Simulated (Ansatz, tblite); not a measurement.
Potential energy curve for H₂Be, SMILES [BeH2]. The Be1–H3 bond (Be1 also carries H; H3 carries nothing else) is stretched with both fragments frozen at the PBE0/def2-TZVP optimised geometry.

Levels of theory: FCI = full CI/cc-pVTZ, frozen core (Ansatz, a quantum-chemistry and plane-wave program); RCCSDT = CCSDT on RHF/cc-pVTZ, frozen core (Ansatz); UKS-PBE = unrestricted PBE/cc-pVTZ run with Ansatz; GFN2-xTB, 300 K electronic temperature (tblite).

Energies are in kcal/mol, each relative to the lowest point of its own curve near equilibrium.

```tsv
R / Å	FCI	RCCSDT	UKS-PBE	GFN2-xTB
0.99	35.4	35.4	35.3	25.1
1.08	16.6	16.6	16.7	9.5
1.11	12.3	12.3	12.4	6.4
1.20	3.8	3.8	4.0	1.1
1.26	1.1	1.1	1.2	0.0
1.32	0.0	0.0	0.1	0.2
1.34	0.0	0.0	0.0	0.5
1.38	0.3	0.3	0.3	1.3
1.43	1.4	1.4	1.3	2.8
1.47	2.7	2.7	2.5	4.2
1.57	7.2	7.2	6.7	8.5
1.64	11.0	11.1	10.4	11.9
1.80	21.2	21.2	20.3	20.1
2.00	34.8	34.8	33.5	31.1
2.21	48.4	48.4	47.1	42.6
2.39	58.9	58.9	57.9	52.3
2.64	70.9	71.0	71.2	65.1
2.99	82.8	82.9	83.1	81.3
3.23	88.0	—	87.4	90.8
3.66	92.9	—	91.0	104.4
4.07	94.8	—	92.1	113.5
4.71	95.6	—	92.5	—
```

At the longest distance, 4.71 Å, FCI lies highest above its minimum (95.6 kcal/mol) and UKS-PBE lowest (92.5 kcal/mol).

Dashes: no converged value, or the column stops at the first point that the program doubted or that broke a chosen test of continuity, which isn't proof of a fault.

The T1 diagnostic of CCSD on the restricted reference of RCCSDT exceeds 0.045 at 2.99 to 4.71 Å. The unrestricted determinant behind UKS-PBE is spin-contaminated at 2.99 to 4.71 Å (<S²> up to 1.0, against 0.00 for a pure singlet).
